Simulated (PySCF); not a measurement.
Correlation energy of Ru (ruthenium, neutral)

[Kr] 4d7 5s1, high-spin 5F determinant. Computed with PySCF 2.14 in aug-cc-pVTZ-PP with one added diffuse shell each of s, p, d, f, g type with ECP28MDF (7s7p6d4f3g, 113 functions), with a scalar-relativistic core potential. Frozen: 4s2 4p6; 8 electrons correlated.

MP2 pair energies summed by pair of shells (mhartree):

```json
{"pair": "4d-4d", "energy": "-161.87", "share (%)": "83.9"}
{"pair": "4d-5s", "energy": "-31.17", "share (%)": "16.1"}
```

Total MP2 correlation energy: -193.04 mhartree.

Same-spin part -85.58 and opposite-spin part -107.46 mhartree; SCS-MP2 scales them by 1/3 and 6/5 to -157.48 mhartree.
